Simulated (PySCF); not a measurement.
Run record: excited-state job, Me2Si(SeBu)2 (`CCCC[Se][Si](C)(C)[Se]CCCC`).

Method: TDDFT wB97X-D/def2-SVPD, vertical, gas phase, core orbitals frozen in the response (PySCF 2.14.0, density-fitted response routines). Geometry: PBE0-D3(BJ)/def2-SVP. The command runs a driver script over a list of jobs; the input below is this job's line of settings and its coordinates in Å.

Command:
```bash
OMP_NUM_THREADS=2 python probes_run.py task.json out
```

Input:
```
{"job": {"kind": "uv", "xc": "wB97X-D", "basis": "def2-SVPD", "ip": false}, "charge": 0, "multiplicity": 1}
C      5.118750     1.568384     0.305301
C      3.618459     1.760977     0.458936
C      2.803363     0.849553    -0.451681
C      1.309273     1.049520    -0.280374
Se     0.209312    -0.055293    -1.480909
Si    -0.043868    -1.878866    -0.122547
C      1.561027    -2.772627     0.262551
C     -1.199506    -3.032776    -1.048505
Se    -0.813040    -1.208363     1.931235
C     -2.083690     0.186889     1.386433
C     -3.344247    -0.324341     0.715446
C     -4.344047     0.781411     0.379486
C     -3.843313     1.795372    -0.639020
H      5.412681     0.531964     0.535208
H      5.445182     1.780081    -0.725544
H      5.683987     2.231257     0.977695
H      3.325295     1.580039     1.508059
H      3.354370     2.812955     0.250979
H      3.081370     1.024506    -1.504970
H      3.058631    -0.203065    -0.244238
H      0.987091     0.829581     0.750371
H      1.020453     2.087501    -0.504986
H      2.032682    -3.123224    -0.668236
H      1.357268    -3.647269     0.901802
H      2.270395    -2.122141     0.793957
H     -2.159147    -2.553732    -1.288756
H     -1.405042    -3.921782    -0.432237
H     -0.730603    -3.360948    -1.989943
H     -2.319328     0.712634     2.324933
H     -1.533322     0.882472     0.737217
H     -3.069391    -0.853865    -0.212383
H     -3.822048    -1.072881     1.368209
H     -5.263376     0.306723    -0.003340
H     -4.640955     1.299539     1.308926
H     -3.540090     1.301308    -1.575978
H     -2.968570     2.353957    -0.271775
H     -4.622525     2.532987    -0.883030
```

Output:
```
coarse grid: 132208 points
cycle   1  E = -5487.2111801176  dE = -6.253e-01  |g| = 4.446e-01  |ddm| = 8.881e+00
cycle   2  E = -5487.2510692773  dE = -3.989e-02  |g| = 2.780e-01  |ddm| = 1.564e+00
cycle   3  E = -5487.2707513871  dE = -1.968e-02  |g| = 5.562e-02  |ddm| = 6.436e-01
cycle   4  E = -5487.2716445728  dE = -8.932e-04  |g| = 1.731e-02  |ddm| = 1.713e-01
cycle   5  E = -5487.2717313309  dE = -8.676e-05  |g| = 5.060e-03  |ddm| = 5.354e-02
cycle   6  E = -5487.2717404326  dE = -9.102e-06  |g| = 1.640e-03  |ddm| = 1.341e-02
final grid: 279088 points
cycle   7  E = -5487.2701072831  dE = -4.329e-06  |g| = 1.157e-03  |ddm| = 3.604e-02
cycle   8  E = -5487.2701074361  dE = -1.531e-07  |g| = 1.095e-03  |ddm| = 6.314e-03
cycle   9  E = -5487.2701077611  dE = -3.250e-07  |g| = 1.128e-04  |ddm| = 2.065e-03
cycle  10  E = -5487.2701077700  dE = -8.886e-09  |g| = 4.898e-05  |ddm| = 7.698e-04
cycle  11  E = -5487.2701077710  dE = -1.027e-09  |g| = 1.350e-05  |ddm| = 2.102e-04
cycle  12  E = -5487.2701077711  dE = -1.191e-10  |g| = 4.773e-06  |ddm| = 6.530e-05
converged SCF energy = -5487.2701077711

Static polarisability (au): isotropic 206.453, principal 187.728 202.319 229.311

Singlet excitations
state   eV       nm        f      main configurations
  1   4.9925    248.3   0.01513   H->L 0.56, H-1->L 0.10
  2   5.0052    247.7   0.00738   H-1->L 0.58, H->L 0.10
  3   5.8813    210.8   0.01449   H->L+1 0.40, H-1->L+2 0.22, H-1->L 0.12
  4   5.8982    210.2   0.07178   H-1->L+1 0.27, H->L+2 0.20, H-1->L+2 0.11
  5   6.4413    192.5   0.01836   H->L+3 0.38, H-1->L+2 0.12
  6   6.5511    189.3   0.00232   H-2->L 0.27, H->L+2 0.24, H-1->L+1 0.11
  7   6.6212    187.3   0.02306   H-2->L 0.35, H-1->L+3 0.19
  8   6.7375    184.0   0.01739   H-1->L+2 0.26, H->L+6 0.14, H->L+2 0.09
  9   6.8079    182.1   0.20861   H->L+4 0.28, H-1->L+3 0.14, H-2->L 0.10
 10   6.8712    180.4   0.09163   H->L+6 0.14, H->L+4 0.11, H-1->L+6 0.09

Triplet excitations (Tamm-Dancoff, eV): 4.6243 4.6814 5.4477 5.5070
```

The SCF starts on a coarse grid where the log names one; the energy can jump when the final grid takes over, and dE then counts from the start density on the new grid. H and L stand for HOMO and LUMO; the number after each pair is its weight.

Problem. Give S1 in cm⁻¹ and kJ/mol.

Solution. 4.9925 eV × 8065.54 = 40267 cm⁻¹; × 96.485 = 481.7 kJ/mol.

Problem. Give the mean polarisability as a volume in Å³, and the ratio of the largest to the smallest principal value.

Solution. 206.453 au × 0.148185 = 30.59 Å³; 229.311/187.728 = 1.22.

Summary of the converged run: HOMO -8.14 eV, LUMO 1.31 eV; lowest singlet 4.99 eV; lowest triplet 4.62 eV (Tamm–Dancoff); mean polarisability 206.5 au.

 Relativistic effects, spin–orbit coupling among them, are left out although an element past zinc is present.

Time: 4.9 min wall, 11 min CPU; peak memory 4.7 GiB. Hardware: 2 threads, AMD EPYC 9R45 (x86_64), shared host.

One conformer stands for the species.
Labels such as C1 count atoms from 1, the log's own numbers from 0.

The pairwise dispersion term of wB97X-D wasn't added to the energies; at a given geometry it leaves orbitals and properties as they are.
